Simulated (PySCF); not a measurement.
1,1-dichloroprop-1-ene (C₃H₄Cl₂), SMILES CC=C(Cl)Cl.

Coordinates come from a B3LYP-D3(BJ)/def2-SVP optimisation.

These are TDA-CAM-B3LYP/def2-SVPD in PySCF 2.14.0 values and carry that method's errors.

Vertical excitations.  State labels are in the subgroup Cs.

```json
[
 {"state": "S1", "symmetry": "A\"", "energy (eV)": "6.05", "λ (nm)": "205", "f": "0.000", "main pairs": "HOMO→LUMO+1 76 %, HOMO→LUMO+2 14 %"},
 {"state": "S2", "symmetry": "A\"", "energy (eV)": "6.48", "λ (nm)": "191", "f": "0.000", "main pairs": "HOMO→LUMO+2 62 %, HOMO→LUMO+4 17 %, HOMO→LUMO+1 11 %"},
 {"state": "S3", "symmetry": "A'", "energy (eV)": "6.86", "λ (nm)": "181", "f": "0.481", "main pairs": "HOMO→LUMO 92 %"},
 {"state": "S4", "symmetry": "A\"", "energy (eV)": "7.21", "λ (nm)": "172", "f": "0.006", "main pairs": "HOMO→LUMO+3 47 %, HOMO→LUMO+4 21 %, HOMO→LUMO+2 10 %"},
 {"state": "S5", "symmetry": "A\"", "energy (eV)": "7.46", "λ (nm)": "166", "f": "0.000", "main pairs": "HOMO−1→LUMO 98 %"},
 {"state": "S6", "symmetry": "A'", "energy (eV)": "7.54", "λ (nm)": "164", "f": "0.020", "main pairs": "HOMO−1→LUMO+1 71 %, HOMO−1→LUMO+2 13 %"},
 {"state": "S7", "symmetry": "A\"", "energy (eV)": "7.77", "λ (nm)": "160", "f": "0.004", "main pairs": "HOMO→LUMO+4 47 %, HOMO→LUMO+3 37 %"},
 {"state": "S8", "symmetry": "A\"", "energy (eV)": "8.00", "λ (nm)": "155", "f": "0.002", "main pairs": "HOMO−2→LUMO+1 60 %, HOMO→LUMO+5 12 %, HOMO−2→LUMO+2 10 %"},
 {"state": "S9", "symmetry": "A\"", "energy (eV)": "8.12", "λ (nm)": "153", "f": "0.000", "main pairs": "HOMO−3→LUMO 97 %"},
 {"state": "S10", "symmetry": "A'", "energy (eV)": "8.14", "λ (nm)": "152", "f": "0.018", "main pairs": "HOMO−3→LUMO+1 42 %, HOMO−1→LUMO+2 21 %, HOMO−1→LUMO+4 11 %, HOMO−3→LUMO+2 8 %"},
 {"state": "T1", "symmetry": "A'", "energy (eV)": "3.92", "λ (nm)": "316", "f": "0", "main pairs": "HOMO→LUMO 92 %"},
 {"state": "T2", "symmetry": "A\"", "energy (eV)": "5.48", "λ (nm)": "226", "f": "0", "main pairs": "HOMO→LUMO+1 73 %, HOMO→LUMO+2 14 %"},
 {"state": "T3", "symmetry": "A\"", "energy (eV)": "6.08", "λ (nm)": "204", "f": "0", "main pairs": "HOMO→LUMO+2 46 %, HOMO→LUMO+4 22 %, HOMO→LUMO+1 8 %, HOMO−2→LUMO+1 7 %"},
 {"state": "T4", "symmetry": "A'", "energy (eV)": "6.69", "λ (nm)": "185", "f": "0", "main pairs": "HOMO−1→LUMO+1 66 %, HOMO−1→LUMO+2 14 %"}
]
```
Triplets are in the Tamm–Dancoff approximation.
